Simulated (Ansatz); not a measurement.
Cd₁₂H₃₀S₁₂, a nanocrystal cut from wurtzite CdS (hydrogen-capped), relaxed as a singlet with RKS r2SCAN-D4/def2-SVP in Ansatz, starting from the GFN1-xTB geometry. Force threshold 0.03 eV/Å.

In the def2 sets Cd takes a core potential; there is no spin–orbit coupling. Single mean-field runs in def2-SVP are fitted with def2-universal-jkfit.

Start:

Cartesian coordinates in Å:
```
Cd -3.554 -3.913 -0.867
S -4.072 -1.686 -2.819
Cd -1.235 -3.970 1.406
S 1.743 -4.239 1.099
S -1.500 -2.072 -0.092
Cd 0.528 -1.876 -1.677
Cd -2.900 0.905 -3.383
S -0.445 0.165 -3.386
Cd 3.790 -2.047 0.836
S 2.438 -0.564 -0.535
Cd 4.993 -0.641 -1.834
Cd 0.847 2.341 -3.809
S 3.518 1.219 -3.675
S -0.996 -2.378 3.950
Cd -2.261 0.017 1.220
S -2.772 1.747 -0.963
Cd 0.395 0.259 4.364
S 3.062 -0.831 3.489
S -0.223 1.239 2.226
Cd 1.867 1.599 0.754
Cd -1.684 4.058 -1.178
S 0.675 3.064 -1.355
Cd -0.784 3.276 4.164
S -1.613 4.698 1.649
H -2.874 -4.992 -1.958
H -4.877 -3.628 0.125
H -4.162 -2.261 -3.999
H -5.363 -1.442 -2.746
H -1.552 -5.462 2.080
H 1.628 -4.322 -0.206
H 2.222 -5.462 1.221
H 0.879 -3.098 -2.757
H -3.830 1.438 -4.628
H -0.350 -0.418 -4.571
H 5.134 -2.911 1.324
H 4.994 -1.979 -2.847
H 5.959 0.517 -1.098
H 0.927 3.258 -5.165
H 3.726 0.747 -4.885
H 4.312 2.253 -3.853
H -1.454 -2.967 5.038
H -2.130 -1.766 3.700
H -3.724 0.017 2.024
H -4.034 2.081 -0.741
H 0.623 0.155 6.015
H 3.990 -0.892 4.424
H 3.438 0.356 3.075
H 3.086 2.625 1.255
H -2.285 5.441 -1.826
H 1.413 4.162 -1.363
H -2.327 2.986 4.759
H 0.641 4.124 4.423
H -2.805 5.198 1.895
H -1.021 5.871 1.699
```

| step | energy (eV) | largest force component (eV/Å) | SCF passes |
| --- | --- | --- | --- |
| 1 | -185260.3415 | 1.521 | 19 |
| 2 | -185261.1672 | 0.363 | 25 |
| 3 | -185261.3147 | 0.122 | 20 |
| 4 | -185261.3271 | 0.136 | 20 |
| 5 | -185261.3582 | 0.035 | 19 |
| 6 | -185261.3616 | 0.070 | 21 |
| 7 | -185261.3669 | 0.042 | 19 |
| 8 | -185261.3686 | 0.027 | 20 |

Force components are those of the run's own axes.

End:

```xyz
54

Cd   -3.645   -4.020   -0.915
S    -4.027   -1.623   -2.822
Cd   -1.350   -4.014    1.353
S     1.681   -4.144    0.999
S    -1.496   -2.072   -0.100
Cd    0.605   -2.024   -1.585
Cd   -2.835    0.926   -3.338
S    -0.378    0.032   -3.273
Cd    3.887   -2.040    0.743
S     2.437   -0.563   -0.528
Cd    5.131   -0.634   -1.877
Cd    0.797    2.321   -3.745
S     3.445    1.241   -3.659
S    -1.033   -2.272    3.847
Cd   -2.255   -0.103    1.369
S    -2.741    1.632   -0.821
Cd    0.376    0.376    4.423
S     3.021   -0.743    3.369
S    -0.227    1.227    2.229
Cd    1.958    1.519    0.907
Cd   -1.660    3.984   -1.199
S     0.750    2.968   -1.211
Cd   -0.830    3.360    4.271
S    -1.607    4.657    1.581
H    -2.708   -4.894   -2.019
H    -4.807   -3.479    0.189
H    -4.111   -2.055   -4.103
H    -5.323   -1.227   -2.814
H    -1.615   -5.490    2.094
H     1.554   -4.222   -0.359
H     2.171   -5.400    1.124
H     1.051   -3.451   -2.440
H    -3.699    1.609   -4.619
H    -0.315   -0.496   -4.518
H     5.189   -2.941    1.280
H     4.821   -1.999   -2.828
H     5.824    0.631   -0.995
H     0.726    3.310   -5.111
H     3.525    0.826   -4.946
H     4.124    2.381   -3.928
H    -1.501   -2.882    4.963
H    -2.209   -1.629    3.585
H    -3.621   -0.290    2.401
H    -4.028    2.020   -0.669
H     0.647    0.216    6.066
H     3.978   -0.802    4.326
H     3.402    0.492    2.925
H     3.280    2.352    1.631
H    -2.269    5.333   -2.012
H     1.460    4.118   -1.278
H    -2.408    2.860    4.617
H     0.719    4.041    4.283
H    -2.844    5.203    1.668
H    -1.019    5.872    1.472
```

By distances, no bond broke or formed. The bond that changes most is Cd1–S5, from 2.87 to 3.01 Å (atoms count from 1).

No frequencies were taken in this run, so the end may be a saddle point.

Hardware: 11 threads of AMD EPYC 7R13 on a shared host and a whole NVIDIA H100 80GB HBM3. Wall time 29 s, peak host memory 1.5 GiB.
